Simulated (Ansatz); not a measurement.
Cost and result for the atomization energy of C2H2AlF, SMILES `F[C]1=[CH][AlH]1` (6 atoms, 6 bonds).

The species carries charge 0 and has multiplicity 1. The geometry is a stationary point of PBE0-D4/def2-TZVP. Program: Ansatz. All runs use 2 threads of an Arm Neoverse V1 on a shared host. Times are those of one run each, without the atoms' runs, and a repeat can differ threefold. Electronic energies, without spin–orbit coupling; frozen cores. CCSD(T)/CBS adds CCSD(T) − MP2 in def2-TZVPP to the MP2 limit, and its time is that of the two runs behind it. T1 = 0.015. HSE06 is the plane-wave form, built on full-range PBE exchange.

CCSD(T)/CBS is a level of theory with its own doubt, some kJ/mol a heavy atom from the limit and from the frozen cores, so smaller differences don't rank the functionals.

```
                           level  functions  wall time
                CCSD(T)/def2-SVP         70     0.85 s
          LDA (SPW92)/def2-TZVPP        163      0.9 s
              BLYP-D4/def2-TZVPP        163      1.5 s
            revPBE-D4/def2-TZVPP        163      1.6 s
              PBE0-D4/def2-TZVPP        163        2 s
             HSE06-D4/def2-TZVPP        163      2.1 s
             BHLYP-D4/def2-TZVPP        163      2.1 s
         CAM-B3LYP-D4/def2-TZVPP        163      2.2 s
               B97M-V/def2-TZVPP        163      6.5 s
ωB97M-V/def2-TZVPP (with forces)        163      7.5 s
                  MP2/def2-QZVPP        301        9 s
              CCSD(T)/def2-TZVPP        163      9.5 s
               CCSD(T)/CBS(def2)          –       19 s
```

Question: What atomization energy does each give, and how far from CCSD(T)/CBS? (An estimate is asked.)

Answer: Ansatz gave: 
```
                           level  atomization (kcal/mol)  difference from CCSD(T)/CBS  per bond
                CCSD(T)/def2-SVP                   494.6                        -27.3      -4.6
          LDA (SPW92)/def2-TZVPP                   617.4                         95.5      15.9
              BLYP-D4/def2-TZVPP                   524.7                          2.8       0.5
            revPBE-D4/def2-TZVPP                   526.7                          4.8       0.8
              PBE0-D4/def2-TZVPP                   527.4                          5.5       0.9
             HSE06-D4/def2-TZVPP                   528.0                          6.1       1.0
             BHLYP-D4/def2-TZVPP                   497.5                        -24.4      -4.1
         CAM-B3LYP-D4/def2-TZVPP                   523.7                          1.8       0.3
               B97M-V/def2-TZVPP                   531.4                          9.5       1.6
ωB97M-V/def2-TZVPP (with forces)                   525.7                          3.8       0.6
                  MP2/def2-QZVPP                   534.4                         12.5       2.1
              CCSD(T)/def2-TZVPP                   506.0                        -15.9      -2.7
               CCSD(T)/CBS(def2)                   521.9                          0.0       0.0
```

From PBE to PBE0 (25 % exact exchange), in def2-TZVPP and without D4, the atomization energy moves by −16.5 kcal/mol: exact exchange takes away binding that semilocal exchange gives to molecules. The D4 term adds +3.7 kcal/mol with B3LYP and +1.9 kcal/mol with PBE0; it sums over pairs of atoms, weighted by their polarisabilities, and B3LYP, whose exchange is more repulsive, gets the larger term. Leaving LDA and LC-ωPBE aside and taking each functional with its dispersion term where it has one, the values, not all of them listed here, spread over 46.8 kcal/mol, from BHLYP-D4 to PBE-D4. LDA lies +75.4 kcal/mol from PBE without D4, its usual overbinding.

B3LYP here is the variant with VWN-RPA as its local correlation; programs differ in this.
